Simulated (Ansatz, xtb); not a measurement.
## AlH4O2Se: which of two structures lies lower

Structure X is a doublet given by its coordinates and structure Y is `[OH][Al@H-]([OH2+])[Se]`, a doublet. Both are isolated molecules in the gas phase, relaxed with PBE0-D3(BJ)/def2-SVP; the shapes shown needn't be the lowest conformers.

X (Å):

```xyz
8

Al   -0.9247    1.0279    0.1094
O    -0.3802    2.0543    1.3574
O    -2.5197    0.4553   -0.0880
Se    0.2798    1.5738   -1.9399
H    -0.7067    2.0885    2.2565
H    -3.3169    0.8954    0.2081
H    -0.6232    0.6820   -2.6870
H     0.1751   -0.1685   -0.3736
```

Close contacts (Å): Al1–O2 1.71, Al1–O3 1.71, Al1–Se4 2.44, Al1–H8 1.70, O2–H5 0.96, O3–H6 0.96, Se4–H7 1.47.

Y (Å):

```xyz
8

Al   -1.4604    0.6724   -0.3455
O    -1.0945   -0.4633    0.8799
O     0.0520    1.9914   -0.3085
Se   -3.0738    2.3722    0.0960
H    -1.4751   -0.5076    1.7565
H    -1.3613    0.2013   -1.8598
H    -0.4250    2.8402   -0.2375
H     0.6175    2.0306   -1.0923
```

Quicker runs give these differences E(Y) − E(X): GFN2-xTB +0.454 eV; HF/STO-3G −2.477 eV (at GFN2-xTB geometries); r2SCAN-D4/def2-SVP −0.304 eV (at GFN2-xTB geometries).

Q: Estimate which is lower in electronic energy at CCSD(T)/def2-SVP + ΔMP2/def2-TZVPP, and by roughly how much.

A: The CCSD(T)/def2-SVP + ΔMP2/def2-TZVPP calculation puts structure Y lower, by 0.236 eV.

Level by level:

```
                             level              geometry  E(Y) − E(X) (eV)  departure from the last row (eV)  job, with rough time for the two
                          GFN2-xTB              GFN2-xTB              +0.454                            +0.690              optimisation, 0.21 s
                         HF/STO-3G              GFN2-xTB              −2.477                            −2.241               single point, 1.4 s
                r2SCAN-D4/def2-SVP              GFN2-xTB              −0.304                            −0.068                single point, 10 s
              PBE0-D3(BJ)/def2-SVP  PBE0-D3(BJ)/def2-SVP              −0.270                            −0.034             optimisation, 3.6 min
                       HF/def2-SVP  PBE0-D3(BJ)/def2-SVP              −0.854                            −0.618           part of the CCSD(T) run
                      MP2/def2-SVP  PBE0-D3(BJ)/def2-SVP              −0.482                            −0.246           part of the CCSD(T) run
                  CCSD(T)/def2-SVP  PBE0-D3(BJ)/def2-SVP              −0.465                            −0.229                      single point
CCSD(T)/def2-SVP + ΔMP2/def2-TZVPP  PBE0-D3(BJ)/def2-SVP              −0.236                                                  single point, 84 s
```

GFN2-xTB puts the two in the other order. The largest departure from CCSD(T)/def2-SVP + ΔMP2/def2-TZVPP is that of HF/STO-3G, 2.241 eV. The last row adds to CCSD(T) the change of the MP2 difference between the two basis sets, here +0.229 eV, a large step that makes the value less sure.

With harmonic frequencies from PBE0-D3(BJ)/def2-SVP (ideal gas, rigid rotor, one conformer each, 298.15 K, 1 atm): on the last row, ΔE + ΔZPE = −0.089, ΔH = −0.092, ΔG = −0.090 eV.

Open shells are spin-unrestricted. The correlated steps freeze 16 core orbitals; the filled d shell of Se is correlated, in a basis made for valence electrons. Run with Ansatz 0.2.0, xtb 6.7.1; the last row on 2 threads of Arm Neoverse V2 on a shared host.
